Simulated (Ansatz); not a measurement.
Input for Ansatz (development build ahead of 0.2.0):

```yaml
crystal:
  periodic: [false, false, false]
  atoms:
    - { symbol: Zn, position_ang: [0.0, 0.0, 0.0] }
    - { symbol: C, position_ang: [0.0, 0.0, 2.9146] }
basis:
  gaussian: { orbitals: pcseg-2 }
total_charge: 1
magnetization:
  spin_polarized: true
  initial_magnetization: 1
hamiltonian:
  xc: { name: wB97X }
```

The input is written out in the form of the current development build from the run's settings.

The run gave:

| Item | Value |
| --- | --- |
| Converged | yes |
| Total energy | -1817.00735 hartree |
| Spin squared of the determinant | 1.399 |
| Stability test | minimum |

Caution: the unrestricted determinant is spin contaminated.
